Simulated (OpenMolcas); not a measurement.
How methods differ on CH3BFNO (SMILES NC1(F)BO1)

CH3BFNO: 8 atoms, total charge 0, spin state singlet. SMILES: `NC1(F)BO1`. Geometry: relaxed at PBE0-D4/def2-TZVP. This is one conformer, not always the lowest.

Quantity: the vertical ionisation energy (to the doublet cation), in eV. The values are calculated.

```tsv
level	kind	program	value (eV)	less CCSD(T)/6-31G*	CPU time (all runs)
HF/6-31G* (spherical functions)	Hartree–Fock	OpenMolcas	10.04	-0.29	17 s
PBE/6-31G* (spherical functions)	GGA	OpenMolcas	9.79	-0.54	87 s
revPBE/6-31G* (spherical functions)	GGA	OpenMolcas	9.73	-0.60	85 s
TPSS/6-31G* (spherical functions)	meta-GGA	OpenMolcas	9.83	-0.50	2 min
r2SCAN/6-31G* (spherical functions)	meta-GGA	OpenMolcas	10.04	-0.29	99 s
B3LYP/6-31G* (spherical functions)	global hybrid	OpenMolcas	10.21	-0.12	70 s
M06-2X/6-31G* (spherical functions)	hybrid meta-GGA	OpenMolcas	10.60	+0.27	91 s
CCSD(T)/6-31G* (spherical functions), open shells restricted	coupled cluster or CI	OpenMolcas	10.33	0.00	2.2 min
```

Differences are taken from CCSD(T)/6-31G* (spherical functions), open shells restricted for orientation; it has basis-set and higher-order errors of its own. The values span 9.73 to 10.60 eV. CPU times are rough (shared hosts, several kinds of processor): they show what a rung costs within a factor of a few.
